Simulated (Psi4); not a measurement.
Job for Psi4: SAPT0/jun-cc-pV(D+d)Z on C3H9F (a complex), monomers drawn apart or pushed together.

```
memory 2025 MB

molecule dimer {
0 1
F    -0.36194887    0.09118167    0.36872664
H    -0.49782354    0.35622851    1.24795816
--
0 1
C     0.90672718   -1.14060983    4.47920100
C     0.16683386   -0.09394939    5.30807347
C    -0.64578798    0.87360642    4.45153826
H     1.47945637   -1.81858631    5.11388325
H     0.21080553   -1.74495020    3.89213987
H     1.60444020   -0.67178056    3.78093879
H     0.88403065    0.47305419    5.90788134
H    -0.49966279   -0.59199015    6.01756207
H    -1.17058014    1.61646636    5.05407103
H     0.00407412    1.42821042    3.76526940
H    -1.41013882    0.33889827    3.87646249
units angstrom
symmetry c1
no_reorient
no_com
}

set {
  basis jun-cc-pV(D+d)Z
  scf_type df
  freeze_core true
}

energy('sapt0')
```

Program output:

```
[...]
==> Input File <==

--------------------------------------------------------------------------
memory 2025 MB

molecule dimer {
0 1
F    -0.36194887    0.09118167    0.36872664
H    -0.49782354    0.35622851    1.24795816
--
0 1
C     0.90672718   -1.14060983    4.47920100
C     0.16683386   -0.09394939    5.30807347
C    -0.64578798    0.87360642    4.45153826
H     1.47945637   -1.81858631    5.11388325
H     0.21080553   -1.74495020    3.89213987
H     1.60444020   -0.67178056    3.78093879
H     0.88403065    0.47305419    5.90788134
H    -0.49966279   -0.59199015    6.01756207
H    -1.17058014    1.61646636    5.05407103
H     0.00407412    1.42821042    3.76526940
H    -1.41013882    0.33889827    3.87646249
units angstrom
symmetry c1
no_reorient
no_com
}

set {
  basis jun-cc-pV(D+d)Z
  scf_type df
  freeze_core true
}

energy('sapt0')
--------------------------------------------------------------------------


   => Loading Basis Set <=

    Name: JUN-CC-PV(D+D)Z
    Role: ORBITAL
    Keyword: BASIS
    atoms 1       entry F          line   290 file jun-cc-pv_dpd_z.gbs
    atoms 2, 6-13 entry H          line    60 file jun-cc-pv_dpd_z.gbs
    atoms 3-5     entry C          line   188 file jun-cc-pv_dpd_z.gbs

   => Loading Basis Set <=

    Name: JUN-CC-PV(D+D)Z
    Role: ORBITAL
    Keyword: BASIS
    atoms 1       entry F          line   290 file jun-cc-pv_dpd_z.gbs
    atoms 2, 6-13 entry H          line    60 file jun-cc-pv_dpd_z.gbs
    atoms 3-5     entry C          line   188 file jun-cc-pv_dpd_z.gbs


  //>>>>>>>>>>>>>>>>>>>>>>>>>>>>>>>>>>>//
  //              Dimer HF             //
  //<<<<<<<<<<<<<<<<<<<<<<<<<<<<<<<<<<<//

   => Libint2 <=

    Primary   basis highest AM E, G, H:  7, 6, 3
    Auxiliary basis highest AM E, G, H:  7, 7, 4
    Onebody   basis highest AM E, G, H:  -, -, -
    Solid Harmonics ordering:            Gaussian


   => Loading Basis Set <=

    Name: JUN-CC-PV(D+D)Z
    Role: ORBITAL
    Keyword: BASIS
    atoms 1       entry F          line   290 file jun-cc-pv_dpd_z.gbs
    atoms 2, 6-13 entry H          line    60 file jun-cc-pv_dpd_z.gbs
    atoms 3-5     entry C          line   188 file jun-cc-pv_dpd_z.gbs


         ---------------------------------------------------------
                                   SCF
               by Justin Turney, Rob Parrish, Andy Simmonett
                          and Daniel G. A. Smith
                              RHF Reference
                        1 Threads,   1931 MiB Core
         ---------------------------------------------------------

  ==> Geometry <==

    Molecular point group: c1
    Full point group: C1

    Geometry (in Angstrom), charge = 0, multiplicity = 1:

       Center              X                  Y                   Z               Mass
    ------------   -----------------  -----------------  -----------------  -----------------
         F           -0.361948870000     0.091181670000     0.368726640000    18.998403162730
         H           -0.497823540000     0.356228510000     1.247958160000     1.007825032230
         C            0.906727180000    -1.140609830000     4.479201000000    12.000000000000
         C            0.166833860000    -0.093949390000     5.308073470000    12.000000000000
         C           -0.645787980000     0.873606420000     4.451538260000    12.000000000000
         H            1.479456370000    -1.818586310000     5.113883250000     1.007825032230
         H            0.210805530000    -1.744950200000     3.892139870000     1.007825032230
         H            1.604440200000    -0.671780560000     3.780938790000     1.007825032230
         H            0.884030650000     0.473054190000     5.907881340000     1.007825032230
         H           -0.499662790000    -0.591990150000     6.017562070000     1.007825032230
         H           -1.170580140000     1.616466360000     5.054071030000     1.007825032230
         H            0.004074120000     1.428210420000     3.765269400000     1.007825032230
         H           -1.410138820000     0.338898270000     3.876462490000     1.007825032230

  Running in c1 symmetry.

  Rotational constants: A =      0.26661  B =      0.01668  C =      0.01587 [cm^-1]
  Rotational constants: A =   7992.86582  B =    499.95338  C =    475.63691 [MHz]
  Nuclear repulsion =  118.873458207928223

  Charge       = 0
  Multiplicity = 1
  Electrons    = 36
  Nalpha       = 18
  Nbeta        = 18

  ==> Algorithm <==

  SCF Algorithm Type is DF.
  DIIS enabled.
  MOM disabled.
  Fractional occupation disabled.
  Guess Type is SAD.
  Energy threshold   = 1.00e-08
  Density threshold  = 1.00e-08
  Integral threshold = 1.00e-12

  ==> Primary Basis <==

  Basis Set: JUN-CC-PV(D+D)Z
    Blend: JUN-CC-PV(D+D)Z
    Number of shells: 59
    Number of basis functions: 117
    Number of Cartesian functions: 121
    Spherical Harmonics?: true
    Max angular momentum: 2

   => Loading Basis Set <=

    Name: (JUN-CC-PV(D+D)Z AUX)
    Role: JK
[...]
   103A      2.939036
     104A      2.957109   105A      2.991940   106A      3.005459
     107A      3.055109   108A      3.865493   109A      5.740952
     110A      5.741122   111A      6.025302   112A      6.025538
     113A      6.676512   114A      7.083136   115A      7.103462
     116A      7.946678   117A     42.857275

    Final Occupation by Irrep:
              A
    DOCC [    13 ]
    NA   [    13 ]
    NB   [    13 ]

  @DF-RHF Final Energy:  -118.27304421014748

   => Energetics <=

    Nuclear Repulsion Energy =             82.5592441959753955
    One-Electron Energy =                -321.3648349405164595
    Two-Electron Energy =                 120.5325465343935889
    Total Energy =                       -118.2730442101474750

Computation Completed


Properties will be evaluated at   0.000000,   0.000000,   0.000000 [a0]

Properties computed using the SCF density matrix


 Multipole Moments:

 ------------------------------------------------------------------------------------
     Multipole            Electronic (a.u.)      Nuclear  (a.u.)        Total (a.u.)
 ------------------------------------------------------------------------------------

 L = 1.  Multiply by 2.5417464519 to convert [e a0] to [Debye]
 Dipole X            :         -6.9327246            6.9335251            0.0008005
 Dipole Y            :          5.9295008           -5.9269272            0.0025736
 Dipole Z            :       -232.1009107          232.1360069            0.0350961
 Magnitude           :                                                    0.0351995

 ------------------------------------------------------------------------------------

  Constructing Basis Sets for SAPT...

   => Loading Basis Set <=

    Name: (JUN-CC-PV(D+D)Z AUX)
    Role: RIFIT
    Keyword: DF_BASIS_SAPT
    atoms 1       entry F          line   232 file jun-cc-pvdz-ri.gbs
    atoms 2, 6-13 entry H          line    30 file jun-cc-pvdz-ri.gbs
    atoms 3-5     entry C          line   100 file jun-cc-pvdz-ri.gbs

   => Loading Basis Set <=

    Name: (JUN-CC-PV(D+D)Z AUX)
    Role: JKFIT
    Keyword: DF_BASIS_ELST
    atoms 1       entry F          line   314 file jun-cc-pvdz-jkfit.gbs
    atoms 2, 6-13 entry H          line    70 file jun-cc-pvdz-jkfit.gbs
    atoms 3-5     entry C          line   146 file jun-cc-pvdz-jkfit.gbs


  //>>>>>>>>>>>>>>>>>>>>>>>>>>>>>>>>>>>//
  //               SAPT0               //
  //<<<<<<<<<<<<<<<<<<<<<<<<<<<<<<<<<<<//



        SAPT0
    Ed Hohenstein
     6 June 2009

      Orbital Information
  --------------------------
    NSO        =       117
    NMO        =       117
    NRI        =       386
    NRI (Elst) =       523
    NOCC A     =         5
    NOCC B     =        13
    FOCC A     =         1
    FOCC B     =         3
    NVIR A     =       112
    NVIR B     =       104

    Elst10,r            =    -0.000595975398 [Eh]
    Exch10              =     0.000263179875 [Eh]
    Exch10 (S^2)        =     0.000263122540 [Eh]

    Maxiter = 50
    CPHF R converge = 1.000000E-08

    Iter     Energy [mEh]          dE [mEh]         Residual      Time [s]
       1      -0.00307666       0.003076658     2.367468e-04             0
       2      -0.00347407       0.000397414     9.695891e-05             0
       3      -0.00354363       0.000069560     2.328789e-05             0
       4      -0.00352407      -0.000019560     4.575412e-06             0
       5      -0.00352395      -0.000000118     6.134091e-07             0
       6      -0.00352428       0.000000328     8.129087e-08             0
       7      -0.00352424      -0.000000042     9.673690e-09             0

    CHF Iterations converged

    Maxiter = 50
    CPHF R converge = 1.000000E-08

    Iter     Energy [mEh]          dE [mEh]         Residual      Time [s]
       1      -0.31206690       0.312066900     3.136672e-03             0
       2      -0.35103084       0.038963944     1.168605e-03             0
       3      -0.36800279       0.016971941     2.554959e-04             0
       4      -0.36799263      -0.000010156     7.476810e-05             0
       5      -0.36719807      -0.000794565     1.363453e-05             0
       6      -0.36723348       0.000035417     4.469440e-06             0
       7      -0.36725849       0.000025011     8.610001e-07             0
       8      -0.36725553      -0.000002965     1.497827e-07             0
       9      -0.36725530      -0.000000232     2.737104e-08             0
      10      -0.36725539       0.000000097     5.058453e-09             0

    CHF Iterations converged

    Ind20,r (A<-B)      =    -0.000003524241 [Eh]
    Ind20,r (B<-A)      =    -0.000367255393 [Eh]
    Ind20,r             =    -0.000370779634 [Eh]
    Exch-Ind20,r (A<-B) =     0.000002468766 [Eh]
    Exch-Ind20,r (B<-A) =     0.000057376944 [Eh]
    Exch-Ind20,r        =     0.000059845711 [Eh]
    Disp20              =    -0.000432983262 [Eh]
    Disp20 (SS)         =    -0.000216491631 [Eh]
    Disp20 (OS)         =    -0.000216491631 [Eh]
    Exch-Disp20         =     0.000012735135 [Eh]
    Exch-Disp20 (SS)    =     0.000007602035 [Eh]
    Exch-Disp20 (OS)    =     0.000005133100 [Eh]

    SAPT Results
  --------------------------------------------------------------------------------------------------------
    Electrostatics                 -0.59597540 [mEh]      -0.37398021 [kcal/mol]      -1.56473319 [kJ/mol]
      Elst10,r                     -0.59597540 [mEh]      -0.37398021 [kcal/mol]      -1.56473319 [kJ/mol]

    Exchange                        0.26317988 [mEh]       0.16514786 [kcal/mol]       0.69097867 [kJ/mol]
      Exch10                        0.26317988 [mEh]       0.16514786 [kcal/mol]       0.69097867 [kJ/mol]
      Exch10(S^2)                   0.26312254 [mEh]       0.16511189 [kcal/mol]       0.69082813 [kJ/mol]

    Induction                      -0.34502603 [mEh]      -0.21650710 [kcal/mol]      -0.90586572 [kJ/mol]
      Ind20,r                      -0.37077963 [mEh]      -0.23266773 [kcal/mol]      -0.97348179 [kJ/mol]
      Exch-Ind20,r                  0.05984571 [mEh]       0.03755375 [kcal/mol]       0.15712489 [kJ/mol]
      delta HF,r (2)               -0.03409211 [mEh]      -0.02139312 [kcal/mol]      -0.08950882 [kJ/mol]

    Dispersion                     -0.42024813 [mEh]      -0.26370968 [kcal/mol]      -1.10336131 [kJ/mol]
      Disp20                       -0.43298326 [mEh]      -0.27170110 [kcal/mol]      -1.13679740 [kJ/mol]
      Exch-Disp20                   0.01273514 [mEh]       0.00799142 [kcal/mol]       0.03343609 [kJ/mol]
      Disp20 (SS)                  -0.21649163 [mEh]      -0.13585055 [kcal/mol]      -0.56839870 [kJ/mol]
      Disp20 (OS)                  -0.21649163 [mEh]      -0.13585055 [kcal/mol]      -0.56839870 [kJ/mol]
      Exch-Disp20 (SS)              0.00760203 [mEh]       0.00477035 [kcal/mol]       0.01995914 [kJ/mol]
      Exch-Disp20 (OS)              0.00513310 [mEh]       0.00322107 [kcal/mol]       0.01347695 [kJ/mol]

  Total HF                         -0.67782155 [mEh]      -0.42533945 [kcal/mol]      -1.77962024 [kJ/mol]
  Total SAPT0                      -1.09806968 [mEh]      -0.68904913 [kcal/mol]      -2.88298155 [kJ/mol]

  Special recipe for scaled SAPT0 (see Manual):
    Electrostatics sSAPT0          -0.59597540 [mEh]      -0.37398021 [kcal/mol]      -1.56473319 [kJ/mol]
    Exchange sSAPT0                 0.26317988 [mEh]       0.16514786 [kcal/mol]       0.69097867 [kJ/mol]
    Induction sSAPT0               -0.34498690 [mEh]      -0.21648255 [kcal/mol]      -0.90576298 [kJ/mol]
    Dispersion sSAPT0              -0.42023980 [mEh]      -0.26370446 [kcal/mol]      -1.10333944 [kJ/mol]
  Total sSAPT0                     -1.09802222 [mEh]      -0.68901935 [kcal/mol]      -2.88285695 [kJ/mol]
  --------------------------------------------------------------------------------------------------------



*** Psi4 exiting successfully. Buy a developer a beer!
```

The run finished.

Cost: roughly 11 core-seconds.
